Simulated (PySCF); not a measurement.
PySCF input for ZrF4, SMILES [F][Zr]([F])([F])[F], multiplicity 1, B3LYP-D3(BJ)/def2-SVP. The structure is a stationary point at B3LYP-D3(BJ)/def2-SVP. The multiplicity is an assumed one; other spin states were not compared. The isomer is the one that the SMILES or the coordinates give; other isomers of the formula were not compared. The def2 effective core potentials stand for the cores of Zr; spin–orbit coupling is left out.

```python
import numpy as np
from pyscf import gto, scf, dft
from pyscf.hessian import thermo

mol = gto.M(
    atom='''
    Zr    0.00000000    0.00000000    0.00000000
    F    -1.09925290    1.09925290   -1.09925290
    F     1.09925289    1.09925290    1.09925289
    F     1.09925290   -1.09925289   -1.09925289
    F    -1.09925289   -1.09925290    1.09925290
    ''',
    basis='def2-SVP',
    ecp={'Zr': 'def2-svp'},
    charge=0,
    spin=0,
    max_memory=1600,
    verbose=3,
)
mf = dft.RKS(mol, xc='b3lyp').density_fit(auxbasis='def2-universal-jkfit')
mf.disp = 'd3bj'
mf.grids.level = 3
mf.conv_tol = 1e-11
mf.max_cycle = 100
mf.kernel()

# analytic Hessian; the response equations are solved on a coarser grid
h, args, fine = mf.Hessian(), (mf.mo_energy, mf.mo_coeff, mf.mo_occ), mf.grids
h1ao = h.make_h1(mf.mo_coeff, mf.mo_occ)
mf.grids = dft.Grids(mol).set(level=1).build(with_non0tab=True)
mo1, mo_e1 = h.solve_mo1(*args, h1ao)
mf.grids = fine
hess = h.hess_elec(*args, mo1, mo_e1, h1ao) + h.hess_nuc()
if mf.do_disp():
    hess += h.get_dispersion()
for i in range(mol.natm):  # the analytic DFT Hessian lacks the response of the grid: restore translational invariance
    hess[i, i] -= hess[i].sum(axis=0)
hess = (hess + hess.transpose(1, 0, 3, 2)) / 2
vib = thermo.harmonic_analysis(mol, hess, imaginary_freq=False)
thermo.dump_normal_mode(mol, vib)
th = thermo.thermo(mf, vib['freq_au'][vib['freq_au'] > 0], 298.15, 101325)
thermo.dump_thermo(mol, th)
g0 = mf.nuc_grad_method().set(verbose=0).kernel()

# dipole derivatives [dipole axis, atom, xyz] from the same response
r, irp = mol.intor('int1e_r'), mol.intor('int1e_irp').reshape(3, 3, mol.nao, mol.nao)
sl, dm0, ok = mol.aoslice_by_atom(), np.array(mf.make_rdm1()), []
dmu = np.einsum('a,xt->xat', mol.atom_charges(), np.eye(3))
for a, (_, _, p0, p1) in enumerate(sl):
    dmu[:, a] += 2 * np.einsum('xtij,ij->xt', irp[:, :, :, p0:p1], dm0.reshape(-1, mol.nao, mol.nao).sum(0)[:, p0:p1])
    for u, c, occ, f in [(mo1, mf.mo_coeff, mf.mo_occ, 4)]:
        dmu[:, a] -= f * np.einsum('tui,xuv,vi->xt', u[a], r, c[:, occ > 0], optimize=True)
L = vib['norm_mode']
ir = 974.8801 * (np.einsum('xat,kat->kx', dmu, L) ** 2).sum(1)       # km/mol
apt = np.einsum('xax->a', dmu) / 3
print('mode   freq/cm-1   IR/(km/mol)')
for k, w in enumerate(vib['freq_wavenumber']):
    print(f'{k + 1:4d} {w:11.2f} {ir[k]:13.3f}')
print('max |gradient| / (hartree/bohr):', abs(g0).max())
print('APT charges:', apt.round(4))
```

Log of the run:

```
converged SCF energy = -446.475258529923

WARN: DFTD3 does not support analytical Hessian, using finite difference


WARN: Mole.unit (angstrom) is changed to Bohr

Mode                                 0                   1                   2
Irrep
Freq [cm^-1]                      157.0231            157.0231            168.8446
Reduced mass [au]                  18.9984             18.9984             22.8419
Force const [Dyne/A]                0.2760              0.2760              0.3837
Char temp [K]                     225.9213            225.9213            242.9297
Normal mode                   x     y     z       x     y     z       x     y     z
       0  Zr                -0.00 -0.00 -0.00   -0.00  0.00  0.00    0.03 -0.02  0.03
       1   F                -0.09 -0.01  0.07    0.04  0.09  0.06    0.02 -0.06  0.02
       2   F                 0.09 -0.01 -0.07   -0.04  0.09 -0.06   -0.02  0.10 -0.01
       3   F                 0.09  0.01  0.07   -0.04 -0.09  0.06   -0.06  0.01 -0.10
       4   F                -0.09  0.01 -0.07    0.04 -0.09 -0.06   -0.10  0.02 -0.06
Mode                                 3                   4                   5
Irrep
Freq [cm^-1]                      168.8458            168.8470            679.8265
Reduced mass [au]                  22.8419             22.8419             18.9984
Force const [Dyne/A]                0.3837              0.3837              5.1732
Char temp [K]                     242.9315            242.9332            978.1189
Normal mode                   x     y     z       x     y     z       x     y     z
       0  Zr                 0.00 -0.04 -0.02   -0.03 -0.02  0.03    0.00 -0.00  0.00
       1   F                 0.03  0.08  0.08    0.10  0.02 -0.06   -0.07  0.07 -0.07
       2   F                -0.08  0.03 -0.03    0.06  0.01 -0.10    0.07  0.07  0.07
       3   F                 0.08  0.03 -0.03    0.02  0.10 -0.01    0.07 -0.07 -0.07
       4   F                -0.03  0.08  0.08   -0.02 -0.06  0.02   -0.07 -0.07  0.07
Mode                                 6                   7                   8
Irrep
Freq [cm^-1]                      703.8285            703.8288            703.8290
Reduced mass [au]                  23.4997             23.4997             23.4997
Force const [Dyne/A]                6.8588              6.8588              6.8588
Char temp [K]                    1012.6526           1012.6529           1012.6533
Normal mode                   x     y     z       x     y     z       x     y     z
       0  Zr                -0.04  0.02 -0.03   -0.00 -0.05 -0.02   -0.04 -0.02  0.03
       1   F                 0.10 -0.09  0.10   -0.02  0.03 -0.02   -0.01  0.01 -0.02
       2   F                 0.06  0.05  0.06    0.08  0.08  0.08    0.03  0.02  0.02
       3   F                 0.03 -0.02 -0.02   -0.07  0.08  0.08    0.06 -0.06 -0.06
       4   F                -0.01 -0.02  0.02    0.03  0.03 -0.02    0.10  0.09 -0.10
temperature 298.1500 [K]
pressure 101325.00 [Pa]
Rotational constants [GHz] 2.75179 2.75179 2.75179
Symmetry number 12
Zero-point energy (ZPE) 0.00823 [Eh]   21603.938 [J/mol]
                           tot       elec      trans        rot        vib
Entropy [J/mol/K]       323.004      0.000    172.592     92.877     57.535
Cv [J/mol/K]             78.357      0.000     12.472     12.472     53.413
Cp [J/mol/K]             86.671      0.000     20.786     12.472     53.413
Internal energy [J/mol]                      3718.434   3718.434  30925.539
Internal energy [Eh]   -446.46065  -446.47526
Enthalpy [J/mol]                             6197.391   3718.434  30925.539
Enthalpy [Eh]          -446.45970
Gibbs free energy [J/mol]                  -45260.942 -23972.857  13771.470
Gibbs free energy [Eh] -446.49638
mode   freq/cm-1   IR/(km/mol)
   1      157.02         0.000
   2      157.02         0.000
   3      168.84        29.809
   4      168.85        29.810
   5      168.85        29.810
   6      679.83         0.000
   7      703.83       179.828
   8      703.83       179.828
   9      703.83       179.828
max |gradient| / (hartree/bohr): 0.00026567831909741493
APT charges: [ 2.7875 -0.6969 -0.6969 -0.6969 -0.6969]
```

The calculation finished and met its thresholds.
